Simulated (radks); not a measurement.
Cl3+, 14 electrons, occupied as [Ne] 3s2 3p2.

All-electron calculation, scalar-relativistic Kohn-Sham, r2SCAN, spin-polarised, spherical densities, finite nucleus; open shells are filled with parallel spins first; meta-GGA in the generalised Kohn-Sham scheme; Fermi nuclear charge, rms radius 3.3654 fm. Program: a radial shooting solver on a logarithmic mesh with Libxc functionals.

Energy parts (hartree):
total: -458.78011
kinetic: 460.95971
electron-nucleus: -1071.86099
Hartree: 179.14751
exchange-correlation: -27.02635

Orbitals (lengths in bohr, moments of r in powers of bohr; <r^-3> diverges for s and p1/2):
| orbital | occ. | eigenvalue (hartree) | <r> | <r^2> | <r^-3> |
|---|---|---|---|---|---|
| 1s up | 1 | -103.3564 | 0.09097 | 0.01114 | - |
| 1s down | 1 | -103.3328 | 0.09095 | 0.01114 | - |
| 2s up | 1 | -11.13310 | 0.4416 | 0.2317 | - |
| 2s down | 1 | -11.11931 | 0.4416 | 0.2314 | - |
| 2p up | 3 | -8.82079 | 0.4050 | 0.2042 | 103.2 |
| 2p down | 3 | -8.79353 | 0.4050 | 0.2039 | 102.9 |
| 3s up | 1 | -2.25427 | 1.397 | 2.228 | - |
| 3s down | 1 | -2.09694 | 1.407 | 2.265 | - |
| 3p up | 2 | -1.71889 | 1.510 | 2.631 | 11.03 |
| 3p down | 0 | -1.57071 | 1.526 | 2.693 | 10.86 |

The highest occupied level is 3p up at -46.773 eV. The spin density at the nucleus is 0.0591 e/bohr^3 (1s -0.4897, 2s 0.3895, 3s 0.1593). For comparison, the ionisation energy in NIST's Atomic Spectra Database is 53.2 eV (semi-empirical). In exact Kohn-Sham theory the highest level is minus the ionisation energy, but local and semilocal functionals leave it too shallow, through self-interaction and a potential that decays too fast; potentials with the right tail come closer. Spin moment in Bohr magnetons: 2. The density falls to 0.001 e/bohr^3 at r = 3.03 bohr. The electron density at the nucleus is 3607 e/bohr^3 (large components only).
